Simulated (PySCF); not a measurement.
C2H8GeO3, SMILES C[CH2][Ge]([OH])([OH])[OH].

The structure is a stationary point at B3LYP-D3(BJ)/def2-SVP. One conformer was computed; it need not be the lowest.

These are TDA-ωB97X/def2-SVPD (PySCF) values and carry that method's errors.

Vertical excitations. Isolated molecule, no solvent.

Computed UV-visible absorptions:
| state | energy (eV) | λ (nm) | f | main pairs |
|---|---|---|---|---|
| S1 | 7.67 | 162 | 0.135 | HOMO→LUMO 55 %, HOMO−1→LUMO 17 % |
| S2 | 7.70 | 161 | 0.057 | HOMO−1→LUMO 49 %, HOMO→LUMO 17 % |
| S3 | 8.06 | 154 | 0.065 | HOMO−3→LUMO 42 %, HOMO−2→LUMO 13 %, HOMO→LUMO+1 10 %, HOMO−1→LUMO 7 % |
| S4 | 8.31 | 149 | 0.111 | HOMO−2→LUMO 46 %, HOMO→LUMO 12 %, HOMO−3→LUMO 10 %, HOMO−1→LUMO+1 8 % |
| S5 | 8.81 | 141 | 0.023 | HOMO→LUMO+1 15 %, HOMO−2→LUMO+1 12 %, HOMO→LUMO+2 10 %, HOMO−4→LUMO 8 % |
| S6 | 8.92 | 139 | 0.038 | HOMO−5→LUMO 16 %, HOMO−1→LUMO+1 14 %, HOMO−2→LUMO 10 %, HOMO−1→LUMO+2 10 % |
| T1 | 7.17 | 173 | 0 | HOMO→LUMO 64 % |
| T2 | 7.30 | 170 | 0 | HOMO−1→LUMO 64 % |
Triplets are in the Tamm–Dancoff approximation.
